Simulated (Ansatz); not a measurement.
The cluster Sb₅⁺. Total charge 1; singlet. Geometry PBE0-D4/def2-SVP.

Cartesian coordinates in Å:
```
Sb 1.3099 1.1510 1.2310
Sb -1.3104 -0.6212 -2.1520
Sb -1.0075 -0.7894 0.7085
Sb 1.7416 -1.4388 1.2771
Sb -0.7336 1.6985 -1.0646
```

In the def2 sets Sb takes a core potential; there is no spin–orbit coupling. The restricted singlet is unstable towards broken spin symmetry in Hartree–Fock (as tested in another run); at PBE-D4/def2-SVP, PBE-D4/def2-TZVP, PBE0-D4/def2-SVP, PBE0-D4/def2-TZVP and others this wasn't settled. Another isomer (singlet) lies 1.78 eV lower at PBE0-D4/def2-TZVP; other spin states weren't run for this one.

(1) Estimate the orbital energies around the gap (eV) in Ansatz with PBE-D4/def2-SVP, PBE-D4/def2-TZVP, PBE0-D4/def2-SVP, PBE0-D4/def2-TZVP, BHLYP-D4/def2-TZVP.

## Answers

(1) 
```csv
orbital,PBE-D4/def2-SVP,PBE-D4/def2-TZVP,PBE0-D4/def2-SVP,PBE0-D4/def2-TZVP,BHLYP-D4/def2-TZVP
HOMO−13,-37.14,-37.04,-40.27,-40.15,-43.08
HOMO−12,-37.13,-37.03,-40.27,-40.14,-43.08
HOMO−11,-20.29,-20.10,-22.20,-21.97,-23.63
HOMO−10,-18.91,-18.75,-20.66,-20.46,-21.98
HOMO−9,-17.09,-16.99,-18.57,-18.44,-19.73
HOMO−8,-16.23,-16.14,-17.62,-17.50,-18.70
HOMO−7,-15.65,-15.58,-16.92,-16.82,-17.92
HOMO−6,-11.53,-11.42,-12.47,-12.33,-13.00
HOMO−5,-11.37,-11.28,-12.31,-12.20,-12.90
HOMO−4,-11.20,-11.11,-12.19,-12.07,-12.81
HOMO−3,-10.66,-10.59,-11.51,-11.42,-12.01
HOMO−2,-10.14,-10.05,-11.02,-10.92,-11.59
HOMO−1,-9.62,-9.56,-10.39,-10.32,-10.88
HOMO,-9.30,-9.24,-10.02,-9.94,-10.45
LUMO,-8.43,-8.38,-7.96,-7.89,-7.21
LUMO+1,-7.84,-7.78,-7.28,-7.20,-6.45
LUMO+2,-6.78,-6.72,-6.15,-6.07,-5.31
LUMO+3,-6.52,-6.47,-5.90,-5.82,-5.05
LUMO+4,-6.36,-6.34,-5.78,-5.74,-5.01
LUMO+5,-5.83,-5.82,-5.18,-5.16,-4.38
```
